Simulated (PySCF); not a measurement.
## Os⁺ (osmium, charge +1) across methods

[Xe] 4f14 5d5 6s2, high-spin 6S determinant (an excited configuration). Calculation: PySCF 2.14, in x2c-TZVPPall (11s7p7d3f1g, 97 functions); the spin-free X2C one-electron Hamiltonian (Gaussian nucleus).

```json
{"method": "LDA", "E (hartree)": "-17244.23", "mean ε 5d α (eV)": "-17.771", "mean ε 6s α (eV)": "-15.164", "mean ε 6s β (eV)": "-13.514", "Σ⟨r²⟩ (bohr²)": "55.88", "⟨S²⟩": "8.754"}
{"method": "r2SCAN", "E (hartree)": "-17255.17", "mean ε 5d α (eV)": "-18.246", "mean ε 6s α (eV)": "-15.214", "mean ε 6s β (eV)": "-13.214", "Σ⟨r²⟩ (bohr²)": "55.95", "⟨S²⟩": "8.763"}
{"method": "UHF", "E (hartree)": "-17249.74052", "mean ε 5d α (eV)": "-24.099", "mean ε 6s α (eV)": "-17.353", "mean ε 6s β (eV)": "-14.706", "Σ⟨r²⟩ (bohr²)": "56.66", "⟨S²⟩": "8.768"}
{"method": "revPBE", "E (hartree)": "-17255.56", "mean ε 5d α (eV)": "-17.628", "mean ε 6s α (eV)": "-14.833", "mean ε 6s β (eV)": "-12.970", "Σ⟨r²⟩ (bohr²)": "56.03", "⟨S²⟩": "8.756"}
{"method": "r2SCAN0", "E (hartree)": "-17254.96", "mean ε 5d α (eV)": "-19.880", "mean ε 6s α (eV)": "-15.946", "mean ε 6s β (eV)": "-13.914", "Σ⟨r²⟩ (bohr²)": "55.91", "⟨S²⟩": "8.762"}
{"method": "PBE0", "E (hartree)": "-17254.88", "mean ε 5d α (eV)": "-19.432", "mean ε 6s α (eV)": "-15.685", "mean ε 6s β (eV)": "-13.764", "Σ⟨r²⟩ (bohr²)": "55.92", "⟨S²⟩": "8.756"}
{"method": "LC-wPBE", "E (hartree)": "-17254.84", "mean ε 5d α (eV)": "-22.108", "mean ε 6s α (eV)": "-17.926", "mean ε 6s β (eV)": "-16.025", "Σ⟨r²⟩ (bohr²)": "55.84", "⟨S²⟩": "8.757"}
{"method": "PBE", "E (hartree)": "-17255.10", "mean ε 5d α (eV)": "-17.641", "mean ε 6s α (eV)": "-14.897", "mean ε 6s β (eV)": "-13.086", "Σ⟨r²⟩ (bohr²)": "55.99", "⟨S²⟩": "8.755"}
```

Spin-orbit coupling, which splits the p, d and f shells strongly at this Z, is absent.
